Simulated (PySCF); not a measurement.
# Structure and vertical S1–T1 gap

Computed with PySCF, TDA CAM-B3LYP/aug-cc-pVDZ excited states, vertical, gas phase. Geometry: PBE0-D3(BJ)/def2-SVP.

Each molecule in one low-energy conformer.

Scalar relativity is left out, which matters for the atoms heavier than Zn.

Question: How does the vertical S1–T1 gap change along this series?
- [SiH3]c1cccc2n[se]nc12 (H replaced by SiH3)
- Clc1cccc2n[se]nc12 (H replaced by Cl)
- Brc1ccc2n[se]nc2c1 (H replaced by Br)

Answer: 
```csv
molecule,S1 (eV),S1 from,f(S1),T1 (eV),T1 from,S1 − T1 (eV),S0–T1 spin-orbit coupling (cm⁻¹),S1–T1 spin-orbit coupling (cm⁻¹)
[SiH3]c1cccc2n[se]nc12,4.05,HOMO→LUMO,0.104,2.40,HOMO→LUMO,1.65,0.81,0.06
Clc1cccc2n[se]nc12,3.85,HOMO→LUMO,0.099,2.30,HOMO→LUMO,1.55,0.76,0.07
Brc1ccc2n[se]nc2c1,4.03,HOMO→LUMO,0.105,2.40,HOMO→LUMO,1.63,1.24,0.21
```
The vertical S1–T1 gap is lowest for Clc1cccc2n[se]nc12 and highest for [SiH3]c1cccc2n[se]nc12.
